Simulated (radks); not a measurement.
Task: The table gives one normalised radial function P(r) = r R(r) (large component) of Os2+ in [Xe] 4f14 5d5 5f1 (r in bohr). All-electron calculation, Dirac Kohn-Sham, PBEsol, spin-unpolarised, spherical densities, finite nucleus; open shells fill j = l - 1/2 first; Fermi nuclear charge, rms radius 5.4126 fm. Program: a radial shooting solver on a logarithmic mesh with Libxc functionals.

| r | P |
|---|---|
| 0.001487 | 0.0113 |
| 0.001745 | 0.0135 |
| 0.002048 | 0.0162 |
| 0.002423 | 0.0197 |
| 0.002843 | 0.0238 |
| 0.003337 | 0.0289 |
| 0.003916 | 0.0351 |
| 0.004595 | 0.0428 |
| 0.005436 | 0.0527 |
| 0.006379 | 0.0643 |
| 0.007486 | 0.0783 |
| 0.008785 | 0.0951 |
| 0.01039 | 0.1160 |
| 0.01219 | 0.1391 |
| 0.01431 | 0.1651 |
| 0.01679 | 0.1933 |
| 0.01971 | 0.2223 |
| 0.02331 | 0.2510 |
| 0.02736 | 0.2729 |
| 0.03211 | 0.2845 |
| 0.03768 | 0.2799 |
| 0.04421 | 0.2525 |
| 0.0523 | 0.1929 |
| 0.06138 | 0.1038 |
| 0.07203 | -0.0140 |
| 0.08452 | -0.1490 |
| 0.09919 | -0.2796 |
| 0.1173 | -0.3788 |
| 0.1377 | -0.4016 |
| 0.1616 | -0.3276 |
| 0.1896 | -0.1519 |
| 0.2225 | 0.0981 |
| 0.2632 | 0.3718 |
| 0.3089 | 0.5556 |
| 0.3625 | 0.5862 |
| 0.4254 | 0.4270 |
| 0.4992 | 0.1009 |
| 0.5905 | -0.3354 |
| 0.693 | -0.7306 |
| 0.8132 | -1.0100 |
| 0.9543 | -1.1201 |
| 1.12 | -1.0608 |
| 1.325 | -0.8666 |
| 1.555 | -0.6272 |
| 1.824 | -0.3990 |
| 2.141 | -0.2211 |
| 2.533 | -0.1009 |
| 2.972 | -0.0401 |
| 3.488 | -0.0130 |
| 4.093 | -0.0034 |
| 4.803 | -0.0007 |
| 5.682 | -0.0001 |
| 6.668 | 0.0000 |
| 7.825 | 0.0000 |
| 9.182 | 0.0000 |
| 10.78 | 0.0000 |
| 12.75 | 0.0000 |
| 14.96 | 0.0000 |
| 17.55 | 0.0000 |

Which n and l does it have? It may be an empty orbital.

Result: n = 5, l = 1: the number of nodes gives n - l - 1 = 3, the rise at small r points to l (for j = l - 1/2 the large component starts outside the nucleus as r^gamma with gamma = sqrt(l^2 - (Z/c)^2) = 0.83 and the r^(l+1) term takes over further out; the orbital of l - 1 with the same j starts with the same power, but with a larger coefficient, and does not steepen), and the extent must fit the shell. The curve is that of 5p1/2; the two j differ most near the nucleus, where j = l - 1/2 has the larger amplitude, and in heavy atoms j = l - 1/2 is also the more compact. 5p1/2: eigenvalue -84.142 eV, 3 radial nodes at r = 0.0708, 0.210, 0.520 bohr, <r> = 1.09 bohr, 90 % of the charge inside 1.59 bohr.
